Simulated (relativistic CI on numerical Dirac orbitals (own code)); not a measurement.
**Exchange splitting of the 3s photoelectron line of Fe6+**

Problem. Fe6+ ([Ar] 3d2) has the spin S = 1. The exchange integral with a hole in 3s, calculated from Dirac-KLI orbitals and scaled by 0.8, is G^2(3s,3d) = 11.424 eV, with l = 2 the orbital momentum of the open shell. Find the splitting and the intensity ratio of the 3s line.

Working.
1. The electron left in 3s couples its spin to S, giving S + ½ = 3/2 and S − ½ = 1/2.
2. Van Vleck's theorem gives ΔE = (2S + 1) G^l/(2l + 1) = 3 × 11.424/5 = 6.85 eV, with the high-spin state at lower binding energy.
3. The intensities follow the multiplicities, (2S + 2) : 2S = (S + 1) : S = 2.00.

Check. The full multiplet calculation with spin-orbit coupling puts the centres of the two groups of its strongest lines 6.86 eV apart. Measured splittings are much smaller, often about half, when hole and open shell share n, because correlation inside the n = 3 shell lowers the low-spin state; the low-spin line also loses weight to satellites, so measured ratios exceed (S + 1)/S. The splitting still grows with S and serves to read the spin state.
